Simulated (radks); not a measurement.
All-electron atom: Dy+ in [Kr] 4d10 4f10 5s2 5p5.75 6s1 5f0.25 (fractional occupations, a model configuration).

All-electron calculation, scalar-relativistic Kohn-Sham, B86b exchange with PBE correlation, spin-polarised, spherical densities, finite nucleus; open shells are filled with parallel spins first (spin-orbit coupling, left out, can overturn this in heavy ions); Fermi nuclear charge, rms radius 5.2218 fm. Program: a radial shooting solver on a logarithmic mesh with Libxc functionals.

Energy parts (eV):
total: -330804.04
kinetic: 356829.98
electron-nucleus: -808918.22
Hartree: 128466.18
exchange-correlation: -7181.99

Orbitals (lengths in bohr, moments of r in powers of bohr):
orbital  occ.  eigenvalue (eV)      <r>      <r^2>      <r^4>
1s up       1        -53664.32  0.02112  0.0006094  9.914e-07
1s down     1        -53664.29  0.02112  0.0006094  9.914e-07
2s up       1        -8943.708  0.08977   0.009520  0.0001559
2s down     1        -8943.662  0.08977   0.009519  0.0001559
2p up       3        -7937.308  0.07945   0.007706  0.0001174
2p down     3        -7937.266  0.07945   0.007706  0.0001174
3s up       1        -1998.038   0.2346    0.06287   0.005961
3s down     1        -1996.480   0.2345    0.06281   0.005948
3p up       3        -1688.986   0.2334    0.06315   0.006271
3p down     3        -1687.432   0.2333    0.06308   0.006256
3d up       5        -1291.236   0.2122    0.05286   0.004963
3d down     5        -1290.045   0.2120    0.05278   0.004945
4s up       1        -403.5306   0.5300     0.3171     0.1463
4s down     1        -400.0523   0.5300     0.3171     0.1463
4p up       3        -301.7915   0.5617     0.3589     0.1929
4p down     3        -298.3482   0.5618     0.3591     0.1932
4d up       5        -163.1920   0.6098     0.4317     0.3046
4d down     5        -159.7819   0.6103     0.4326     0.3065
4f up       7         -13.1352   0.8549     0.9888      3.175
4f down     3         -10.0765   0.8858      1.085      4.136
5s up       1         -58.5845    1.294      1.885      5.305
5s down     1         -56.5703    1.304      1.915      5.481
5p up       3         -34.7160    1.528      2.656      11.09
5p down  2.75         -33.1037    1.542      2.706      11.51
5d up       0          -8.9084    2.599      8.072      123.7
5d down     0          -7.7519    2.594      8.003      119.6
5f up    0.25          -1.8319    10.46      123.2      22950
6s up       1         -10.4075    3.555      14.19      300.4
6s down     0          -9.1698    3.534      14.02      291.9
6p up       0          -6.5956    4.545      23.29      824.5
6p down     0          -5.2714    4.498      22.80      784.9

The highest occupied level is 5f up at -1.832 eV. The configuration is held as typed, so some empty levels lie below it. Spin moment in Bohr magnetons: 5.5. Summed over all electrons, <r^2> = 82.59 bohr^2, which gives a Langevin (diamagnetic) susceptibility term of -65.4 x 10^-6 cm^3/mol. The spin density at the nucleus is 40.48 e/bohr^3 (1s 0.01, 2s -0.56, 3s -10.54, 4s 2.11, 5s 9.04, 6s 40.42). The electron density at the nucleus is 7.779e+05 e/bohr^3 (large components only). The density falls to 0.001 e/bohr^3 at r = 4.38 bohr.
